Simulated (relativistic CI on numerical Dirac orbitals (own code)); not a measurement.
# d1 to d9 in one octahedral field

Computed with a parametric ligand-field model without spin-orbit coupling, by exact diagonalisation: B = 670, C = 3280, 10Dq = 24400 cm⁻¹ (Oh; |10Dq|/B = 36.4) for every shell. Energies in cm⁻¹; the field energy is (0.6 n_e − 0.4 n_t2) × 10Dq of the ground term; g labels are left out.

```
Shell  Ground term  Electrons in e  Field energy  First spin-allowed bands  Lowest term of other spin
   d1          2T2           0.000         -9760                  2E 24400                           
   d2          3T1           0.017        -19115      3T2 22912, 3T1 31474                  1T2 10877
   d3          4A2           0.000        -29280      4T2 24400, 4T1 31599                   2E 14985
   d4          3T1           0.029        -38332       3E 21496, 3T1 22355                    5E 4971
   d5          2T2           0.052        -47537      2A2 20679, 2T1 20897                   6A1 7900
   d6          1A1           0.041        -57554      1T1 22218, 1T2 31188                  3T1 15263
   d7           2E           1.029        -43208      2T1 22044, 2T2 22822                   4T1 9086
   d8          3A2           2.000        -29280      3T2 24400, 3T1 31599                   1E 11811
   d9           2E           3.000        -14640                 2T2 24400
```

Low spin: d4, d5, d6, d7; the other shells keep the spin of the free ion. Only d4 to d7 can choose; the field needed to pair spins is smallest for d6 and largest for d5, which loses most exchange energy. In the strong-field picture 10Dq must exceed about 6B + 5C = 20420 (d4), 7.5B + 5C = 21425 (d5), 2.5B + 4C = 14795 (d6) and 4B + 4C = 15800 (d7); mixing of terms shifts these bounds somewhat.
